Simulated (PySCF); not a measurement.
H2B (SMILES [BH2]), doublet, geometry from GFN2-xTB. Base run: DF-M062X/6-31G run with PySCF.

Input for PySCF:
```python
from pyscf import gto, scf, dft

mol = gto.Mole()
mol.atom = '''
    B     0.00271313    0.14407631    0.00733080
    H    -1.04992817   -0.34152947    0.00097932
    H     1.03636254   -0.37885211   -0.03763330
'''
mol.basis = '6-31g'
mol.spin = 1
mol.verbose = 4
mol.build()

mf = dft.UKS(mol)
mf.xc = 'm062x'
mf = mf.density_fit(auxbasis='def2-universal-jkfit')
mf.kernel()
```

Each row names what was changed in the base input (with any setting that the change needs).

```tsv
change	basis functions	E (Eh)	HOMO (eV)	dipole (D)
base	13	-25.90336	-6.74	0.39
basis = 3-21G	13	-25.76308	-6.85	0.48
basis = pcseg-0	13	-25.85484	-7.02	0.53
basis = def2-SV(P)	…	…	-6.98	0.53
basis = def2-SVP	24	-25.88932	-6.97	0.53
basis = pc-1	24	…	-6.98	…
basis = pcseg-1	24	-25.90738	-6.98	0.46
basis = 6-311G**	…	…	-6.98	0.48
basis = def2-SVPD	36	-25.89060	-7.01	0.48
basis = 6-311+G(2d,p)	39	-25.91988	-7.01	0.50
basis = def2-TZVPD	55	-25.92154	-7.00	0.49
basis = pcseg-2	…	…	-7.02	0.47
basis = def2-QZVP	117	-25.92541	-7.04	0.47
```

Complete the blanks.


- basis = def2-SV(P), basis functions: 18
- basis = def2-SV(P), E (Eh): -25.88547
- basis = pc-1, E (Eh): -25.90776
- basis = pc-1, dipole (D): 0.45
- basis = 6-311G**, basis functions: 30
- basis = 6-311G**, E (Eh): -25.91874
- basis = pcseg-2, basis functions: 58
- basis = pcseg-2, E (Eh): -25.92348

Totals compare only among sets that treat the same electrons; sets with core potentials leave the core out.

Open shells are given as the SCF converged; they aren't shown to be the lowest states, and a large step between rows can be another state.
